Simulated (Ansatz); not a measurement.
Relaxation of Cl2F2H3PTi (9 atoms, charge 0, multiplicity 1), to a largest force component of 0.03 eV/Å in at most 50 steps.

Computed with RKS PBE0-D4/def2-SVP (Ansatz).

```xyz
9
Properties=species:S:1:pos:R:3
Ti -0.113 -0.065 0.074
Cl -0.311 -0.436 2.351
F 1.518 0.064 -0.451
Cl -1.348 1.547 -0.685
F -0.720 -1.482 -0.672
P 1.370 3.002 1.316
H 2.585 2.309 1.607
H 1.400 2.644 -0.064
H 0.559 1.900 1.713
```

Problem. Where does it end, and by what steps?

Solution. The run converged. The force dipped under the threshold on the way, but the program's further checks kept it going. After 22 steps the energy has fallen by 0.224 eV; H8 moved furthest, 0.92 Å.

```csv
step,energy less start (eV),largest force component (eV/Å),accepted
0,0.0000,1.586,yes
1,-0.1752,0.246,yes
2,-0.1932,0.229,yes
3,-0.2001,0.113,yes
4,-0.2029,0.077,yes
5,-0.2050,0.074,yes
6,-0.2071,0.036,yes
7,-0.2081,0.045,yes
8,-0.2026,0.537,no
9,-0.2102,0.026,yes
10,-0.2118,0.123,yes
11,-0.2128,0.201,yes
12,-0.2144,0.136,yes
13,-0.2166,0.092,yes
14,-0.2166,0.234,yes
15,-0.2189,0.088,yes
16,-0.2201,0.008,yes
17,-0.2204,0.184,yes
18,-0.2221,0.044,yes
19,-0.2230,0.010,yes
20,-0.2234,0.067,yes
21,-0.2240,0.039,yes
22,-0.2243,0.004,yes
```

```xyz
9
Properties=species:S:1:pos:R:3
Ti -0.156 -0.323 0.002
Cl -0.611 -0.331 2.122
F 1.544 -0.230 -0.242
Cl -1.151 1.329 -0.986
F -0.714 -1.793 -0.686
P 1.799 3.164 1.466
H 2.448 2.020 0.910
H 0.890 3.276 0.370
H 0.892 2.371 2.234
```

Whether the end is a true minimum wasn't checked by a vibrational analysis.

The run took 60 s on 4 threads of AMD EPYC 7B13 (Zen 3), on a shared host, peak memory 0.4 GiB.
